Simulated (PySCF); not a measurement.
Vertical excitations of a molecule C₂H₅FO₂Si from TDDFT-PBE/def2-SVPD (PySCF), as energy in eV (oscillator strength): 5.51 (0.001), 6.47 (0.023), 6.80 (0.004), 7.09 (0.001), 7.18 (0.000), 7.27 (0.013), 7.69 (0.040), 7.73 (0.031), 7.93 (0.043), 8.01 (0.058). Lowest triplet (TDA): 4.96 eV. The structure is a stationary point at B3LYP-D3(BJ)/def2-SVP. One conformer was computed; it need not be the lowest.

Problem. Which molecule gave these data?
A) CO[Si@@H](F)C=O
B) C[Si@H](F)OC=O
C) O[SiH2]O/C=C\F
D) O=C[Si@@H](F)CO

Solution. B, C[Si@H](F)OC=O
